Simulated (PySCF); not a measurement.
**Radial density of Zr (zirconium, neutral)**

UHF, [Kr] 4d3 5s1, 5s spin antiparallel (an excited configuration). Computed with PySCF 2.14 in aug-cc-pwCVDZ-PP with ECP28MDF (6s6p5d3f, 70 functions), with scalar relativity through the core potential. This is the valence pseudo-density: the core potential removes the inner electrons and smooths the orbitals near the nucleus.

```
r (bohr)  4πr²ρ (e/bohr)  4πr²(ρα − ρβ)
  0.0368       1.105e-05         0.0000
  0.0620       3.439e-05         0.0000
   0.104       0.0001386         0.0000
   0.175        0.001013         0.0001
   0.295         0.01596         0.0021
   0.496          0.4505         0.0311
   0.834           5.426         0.3073
    1.40           7.713         1.2940
    2.36           2.020         0.9576
    3.97          0.5126        -0.0005
    6.68         0.09865        -0.0729
    11.2        0.002513        -0.0024
```

Energies and moments cover only the electrons outside the core potential. With the s spin flipped the determinant is a mixture of two multiplicities, not a spectroscopic state.
